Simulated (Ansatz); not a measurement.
## Telling isomers of C2H3Ge− apart by their spectra

These gas-phase data were calculated for one isomer of C2H3Ge− at B3LYP-D3(BJ)/def2-SVPD (harmonic, unscaled wavenumbers; equilibrium rotational constants with average atomic masses):

* rotational constants: 115.3, 3.501, 3.479 GHz
* all wavenumbers above 1500 cm⁻¹: 2986, 2962, 1725, 1682

Candidates:

(1) `C#[C][GeH2-]`, a singlet
(2) `[CH]1=[Ge-][CH2]1`, a singlet
(3) `C=[C]=[GeH-]`, a singlet

Q: Assign the data to one candidate and say why.

A: Candidate (3). No mode falls between 3300 and 3560 cm⁻¹, where the ≡C–H stretch of (1) would stand. 2 modes lie between 2750 and 3290 cm⁻¹, one for each C–H bond, while (2) has 3.

The same quantities for all candidates:

```tsv
	rotational constants (GHz)	wavenumbers above 1500 cm⁻¹	E above the lowest, B3LYP-D3(BJ)/def2-SVPD (kcal/mol)
(1)	96.7, 3.37, 3.364	3437, 2046, 1778, 1778	0.0
(2)	26.04, 6.744, 5.552	3062, 2934, 2915	8.4
(3)	115.3, 3.501, 3.479	2986, 2962, 1725, 1682	1.1
```

Harmonic stretches to hydrogen usually lie a few per cent above observed fundamentals. Each candidate is one conformer. Programs: Ansatz 0.2.0.
